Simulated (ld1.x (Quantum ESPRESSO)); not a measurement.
silver, TM: configuration errors across variants

silver, norm-conserving Troullier–Martins (Kleinman–Bylander form), made with ld1.x (Quantum ESPRESSO) 7.5 (PBE, scalar-relativistic). Core [Ar] 3d10 4s2, reference 4p6 4d10 5s0.75 5p0 (charge +0.25). Waves: 4p (bound): rc 1.45 bohr; 4d (bound): rc 1.95 bohr; 5s (bound): rc 2.50 bohr. Local part: the s channel. Core correction: a·sin(br)/r model core inside 1.25 bohr.

All-electron excitation energies from the reference (eV): (1) 4p6 4d10 5s1 5p0 -1.301; (2) 4p6 4d10 5s0 5p0 6.456; (3) 4p6 4d9 5s0 5p0 28.570; (4) 4p6 4d9 5s1 5p0 11.851; (5) 4p6 4d10 5s0.5 5p0 1.715; (6) 4p6 4d7 5s0 5p0 116.479; (7) 4p5 4d10 5s1 5p0 63.944.

Errors AE − PS in meV (a dash: test not solved or not reliable):

```tsv
change	(1)	(2)	(3)	(4)	(5)	(6)	(7)	bound ghosts
base	0.0	-6.5	-93	-79	-0.8	-1022	-401	none
wave 4p (bound): rc 1.45 bohr becomes 4p (bound): rc 1.18 bohr	-0.1	-6.5	-93	-79	-0.8	-1029	-367	none
wave 4p (bound): rc 1.45 bohr becomes 4p (bound): rc 1.36 bohr	0.0	-6.5	-93	-79	-0.8	-1025	-386	none
wave 4p (bound): rc 1.45 bohr becomes 4p (bound): rc 1.44 bohr	0.0	-6.5	-93	-79	-0.8	-1022	-401	none
wave 4p (bound): rc 1.45 bohr becomes 4p (bound): rc 1.66 bohr	-0.1	-6.5	-93	-78	-0.8	-1017	-424	none
wave 4p (bound): rc 1.45 bohr becomes 4p (bound): rc 1.82 bohr	-0.1	-6.5	-93	-78	-0.8	-1014	-432	none
wave 4p (bound): rc 1.45 bohr becomes 4p (bound): rc 1.98 bohr	0.0	-6.5	-93	-78	-0.8	-1016	-425	none
wave 4p (bound): rc 1.45 bohr becomes 4p (bound): rc 2.20 bohr	0.0	-6.5	-93	-79	-0.8	-1027	-380	none
```

Give the same row for: wave 4p (bound): rc 1.45 bohr becomes 4p (bound): rc 1.00 bohr.

-0.1, -6.5, -93, -79, -0.8, -1031, -357; bound ghosts: none.
